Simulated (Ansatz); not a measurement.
Gas-phase reaction in SMILES: [SiH3]c1cccnc1 [pyridin-3-ylsilane] + 10 [H][H] (H2) → 5 C (CH4) + N (NH3) + [SiH4] (SiH4)
Geometries: B3LYP-D3(BJ)/def2-TZVP minima from Ansatz (a program for electronic structure). Unstable Hartree-Fock reference: [SiH3]c1cccnc1.

Quantity: energy of full hydrogenation (electronic energy difference), in kcal/mol. Correlated levels leave the core frozen unless marked. No spin-orbit coupling. No relativistic terms. CBS(X,Y): correlation extrapolated as X^-3; Hartree-Fock from the larger set.

CCSD(T)/CBS(cc-pV(T+d)Z,cc-pV(Q+d)Z) (Ansatz) gives -181.6 kcal/mol.

Another calculation gave -193.0 kcal/mol. Which level was it?
A) LC-wPBE/def2-TZVPD (Ansatz)
B) B2GP-PLYP/def2-TZVPD (Ansatz)
C) PBE0/def2-TZVPD (Ansatz)
D) wB97X-V/def2-TZVPD (Ansatz)

C, PBE0/def2-TZVPD (Ansatz). The others give -201.6 (LC-wPBE), -187.9 (wB97X-V), -179.8 (B2GP-PLYP) kcal/mol.
